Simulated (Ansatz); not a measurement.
CH$_{4}$N$_{2}$S, charge -1, doublet, at a GFN2-xTB geometry of the parent state (a state made from the parent by changing its charge; the spin is typed, not shown lowest) (a gas-phase anion, which may not be bound at this level); MP2/def2-SV(P) (Ansatz, a first-principles code).

The Ansatz input:
Ansatz 0.2 input:
```yaml
crystal:
  periodic: [false, false, false]
  atoms:
    - {symbol: N, position_ang: [0.84063889, -1.21868002, -0.43521389]}
    - {symbol: C, position_ang: [-0.07340802, -0.30783895, -0.02671367]}
    - {symbol: N, position_ang: [-1.31379611, -0.76552040, 0.26302879]}
    - {symbol: S, position_ang: [0.30715846, 1.28807913, 0.11177703]}
    - {symbol: H, position_ang: [0.67514581, -2.20504393, -0.31991705]}
    - {symbol: H, position_ang: [1.79486212, -0.90665769, -0.49376199]}
    - {symbol: H, position_ang: [-1.60346404, -1.68788922, -0.01790421]}
    - {symbol: H, position_ang: [-2.02853056, -0.07323863, 0.40872847]}
basis:
  gaussian:
    orbitals: def2-SV_P_.json
total_charge: -1
magnetization: {spin_polarized: true, initial_magnetization: 1}
correlation: {method: mp2}
```
The basis file holds def2-SV(P) in the JSON format of the Basis Set Exchange.

Q: What does Ansatz print? Leave out banner, timings and long lists.

A: 
```
Functional definition: HF
718 factors; integrals over basis functions are off by at most 1.3e-3 eV
mean field evaluation 1: about -14860.6091 eV, gradient 2.4e1 eV
mean field evaluation 2: about -14860.6143 eV, gradient 2.4e1 eV
mean field evaluation 4: about -14863.8400 eV, gradient 2.7e0 eV
mean field evaluation 8: about -14863.9943 eV, gradient 1.3e-1 eV
mean field evaluation 16: about -14864.5383 eV, gradient 8.8e-1 eV
mean field evaluation 32: about -14862.4198 eV, gradient 1.4e1 eV
mean field -14864.54387673 eV, -546.2619119200 hartree, gradient 2.4e-6 eV, S^2 0.766393; 5 other end points of the search recorded, 0 dependent functions left out
8 core orbitals not correlated
reference -14864.54387673 eV, -546.2619119200 hartree; 13, 12 occupied and 47, 48 virtual orbitals, 718 factors
second order -15.10222964 eV of doubles, -0.00000000 eV of singles
Total energy: -14879.64610637 eV, -546.8169086226 hartree
```
